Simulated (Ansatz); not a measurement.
Species: CH3B3, SMILES `B1B2B1C2` (charge 0, multiplicity 1), formula CH$_{3}$B$_{3}$.

Problem. How many basis functions does Ansatz (a quantum-chemistry and plane-wave program) with frozen-core CCSD(T)/cc-pVTZ // PBE0-D3(BJ)/def2-TZVP use, how many core orbitals are frozen, and how many electrons are correlated?

Solution. 162 basis functions and 4 frozen orbitals, which leaves 16 correlated electrons. Core time is of the order of seconds.
